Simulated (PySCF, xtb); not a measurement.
Al(Br)(Me)(OMe) (C2H6AlBrO), SMILES C[O][Al]([CH3])[Br].

GFN2-xTB (xtb 6.7.1) at its own geometry gives an orbital gap of 4.27 eV and a dipole moment of 5.33 D.

Geometry: B3LYP-D3(BJ)/def2-SVP. Other conformers were not sampled.

What does PySCF with PBE/def2-TZVP give? (The exact figures need the calculation; the answer reports its results.)

gap 5.57 eV (levels -6.72 and -1.14 eV), dipole 1.24 D.
